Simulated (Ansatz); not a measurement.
CH5FGeS (`F[CH2][GeH2][SH]`) at its PBE0-D4/def2-TZVP geometry, where that method's forces vanish. The species carries charge 0 and has multiplicity 1.

```tsv
atom	x (Å)	y (Å)	z (Å)
F1	1.7247	0.7442	-0.3789
C2	0.7431	-0.0377	-0.9684
Ge3	-0.8987	0.0452	0.1250
S4	-0.4460	-0.7467	2.1491
H5	1.1092	-1.0657	-1.0284
H6	0.5634	0.3387	-1.9799
H7	-1.9804	-0.8768	-0.4579
H8	-1.3955	1.4982	0.2022
H9	0.5802	0.1005	2.3373
```

(1) For each bond, give half the difference of the two atoms' forces along it (eV/Å; positive pushes the atoms apart) under PBE-D4, r2SCAN-D4, B3LYP-D4, ωB97M-V in def2-TZVPP. (Estimate.)

Answers

(1) Computed: 
```json
{"bond": "F1–C2", "length (Å)": "1.387", "PBE-D4": "0.46", "r2SCAN-D4": "0.33", "B3LYP-D4": "0.40", "ωB97M-V": "0.34"}
{"bond": "C2–Ge3", "length (Å)": "1.974", "PBE-D4": "0.00", "r2SCAN-D4": "-0.01", "B3LYP-D4": "0.10", "ωB97M-V": "-0.05"}
{"bond": "C2–H5", "length (Å)": "1.093", "PBE-D4": "0.07", "r2SCAN-D4": "-0.06", "B3LYP-D4": "-0.15", "ωB97M-V": "-0.11"}
{"bond": "C2–H6", "length (Å)": "1.094", "PBE-D4": "0.07", "r2SCAN-D4": "-0.06", "B3LYP-D4": "-0.15", "ωB97M-V": "-0.12"}
{"bond": "Ge3–S4", "length (Å)": "2.220", "PBE-D4": "0.17", "r2SCAN-D4": "0.04", "B3LYP-D4": "0.22", "ωB97M-V": "0.04"}
{"bond": "Ge3–H7", "length (Å)": "1.536", "PBE-D4": "0.05", "r2SCAN-D4": "-0.05", "B3LYP-D4": "-0.06", "ωB97M-V": "-0.07"}
{"bond": "Ge3–H8", "length (Å)": "1.538", "PBE-D4": "0.06", "r2SCAN-D4": "-0.05", "B3LYP-D4": "-0.07", "ωB97M-V": "-0.10"}
{"bond": "S4–H9", "length (Å)": "1.344", "PBE-D4": "0.26", "r2SCAN-D4": "0.02", "B3LYP-D4": "-0.02", "ωB97M-V": "-0.09"}
```

B3LYP here is the variant with VWN-RPA as its local correlation; programs differ in this.
